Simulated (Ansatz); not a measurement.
Isolated molecules relaxed with PBE0-D4/def2-TZVP in Ansatz; ΔE leaves out vibrations. CCSD(T)/CBS is the MP2 limit (def2-TZVPP, def2-QZVPP) plus CCSD(T) − MP2 in def2-TZVPP, frozen cores. DFT in def2-TZVPP. B3LYP here is the variant with VWN-RPA as its local correlation; programs differ in this. One conformer a species, not always the lowest.

Consider the ligand exchange at the Si–N bond: `OC/C(O)=N\[SiH3]` + `[NH2][Al]([OH])[F]` → `[NH2][Al]([F])[O][SiH3]` + `N=C(O)CO`.

```json
{"level": "PBE-D4", "ΔE (kJ/mol)": "-51.5", "difference from CCSD(T)/CBS": "12.6"}
{"level": "r2SCAN-D4", "ΔE (kJ/mol)": "-59.6", "difference from CCSD(T)/CBS": "4.5"}
{"level": "PBE0-D4", "ΔE (kJ/mol)": "-57.1", "difference from CCSD(T)/CBS": "7.0"}
{"level": "B3LYP-D4", "ΔE (kJ/mol)": "-62.1", "difference from CCSD(T)/CBS": "2.0"}
{"level": "B2PLYP", "ΔE (kJ/mol)": "-66.9", "difference from CCSD(T)/CBS": "-2.8"}
{"level": "PBE", "ΔE (kJ/mol)": "-55.4", "difference from CCSD(T)/CBS": "8.7"}
{"level": "r2SCAN", "ΔE (kJ/mol)": "-60.6", "difference from CCSD(T)/CBS": "3.5"}
{"level": "B3LYP", "ΔE (kJ/mol)": "-68.3", "difference from CCSD(T)/CBS": "-4.2"}
{"level": "HF/def2-TZVPP", "ΔE (kJ/mol)": "-84.3", "difference from CCSD(T)/CBS": "-20.2"}
{"level": "MP2/def2-TZVPP", "ΔE (kJ/mol)": "-62.5", "difference from CCSD(T)/CBS": "1.6"}
{"level": "SCS-MP2/def2-TZVPP", "ΔE (kJ/mol)": "-68.5", "difference from CCSD(T)/CBS": "-4.4"}
{"level": "CCSD(T)/def2-TZVPP", "ΔE (kJ/mol)": "-66.2", "difference from CCSD(T)/CBS": "-2.1"}
{"level": "HF/def2-QZVPP", "ΔE (kJ/mol)": "-85.8", "difference from CCSD(T)/CBS": "-21.7"}
{"level": "SCS-MP2/def2-QZVPP", "ΔE (kJ/mol)": "-67.9", "difference from CCSD(T)/CBS": "-3.8"}
{"level": "HF/CBS(def2)", "ΔE (kJ/mol)": "-86.0", "difference from CCSD(T)/CBS": "-21.9"}
{"level": "CCSD/CBS(def2)", "ΔE (kJ/mol)": "-67.9", "difference from CCSD(T)/CBS": "-3.8"}
{"level": "CCSD(T)/CBS", "ΔE (kJ/mol)": "-64.1", "difference from CCSD(T)/CBS": "0"}
```

Largest T1 diagnostic among the species: 0.013.

The D4 term adds +6.2 kJ/mol with B3LYP and +3.3 kJ/mol with PBE0; it sums over pairs of atoms, weighted by their polarisabilities, and B3LYP, whose exchange is more repulsive, gets the larger term. In def2-TZVPP, CCSD(T) changes the Hartree–Fock value by +18.1 kJ/mol (the triples alone add +3.8 kJ/mol) and MP2 by +21.8 kJ/mol.
